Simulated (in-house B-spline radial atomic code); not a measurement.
Results of a calculation; reference values are marked as such.
**Correlation energy from the adiabatic connection: −Z exp(−kr)/r, Z = 1.82, k = 0.517**

Two electrons in a singlet, external potential −Z exp(−kr)/r, Z = 1.82, k = 0.517 (atomic units). Full CI in B-splines (partial waves to l = 8, correlation up to 0.6 % small) with the density held fixed gives W(λ) = <V_ee>_λ − U, and E_c is the integral of W(λ) − W(0) from 0 to 1.

```tsv
λ	W(λ) − W(0) (hartree)
0	0.00000
0.02	-0.00213
0.05	-0.00527
0.12	-0.01238
0.25	-0.02477
0.4	-0.03792
0.6	-0.05376
0.8	-0.06794
1	-0.08070
```

**Question.** Integrate the table by the trapezoid rule.

**Answer.** The strips give -0.00002, -0.00011, -0.00062, -0.00241, -0.00470, -0.00917, -0.01217, -0.01486, which sum to -0.04407 hartree. The direct value, W(1) − W(0) + T_c with T_c = 0.03653, is -0.04417; the curve is convex, so chords lie above it and the trapezoids fall short in size by 0.23 %.

**Question.** Now use only three numbers: W(0) = -0.79411, the initial slope W'(0) = -0.1071 (extrapolated from the first points) and the strong-coupling limit of the point-charge-plus-continuum model, W∞ = -1.1476. What do second-order theory and the interpolation W(λ) = W∞ + (W(0) − W∞)/√(1 + 2χλ) of Seidl, Perdew and Levy give?

**Answer.** Second order keeps the slope alone: E_c = W'(0)/2 = -0.05355, +21 % in size against -0.04417. Matching the slope fixes χ = W'(0)/(W∞ − W(0)) = -0.1071/(-0.35349) = 0.30298. Integrating, with s = √(1 + 2χ) = 1.267264, E_c = −(W(0) − W∞)(s − 1)/(s + 1) = −0.35349 × 0.267264/2.267264 = -0.04167 hartree, -5.7 % in size against the full result. At λ = 1 the formula gives W − W(0) = -0.07455 against -0.08070. Part of the miss can come from the model's W∞.
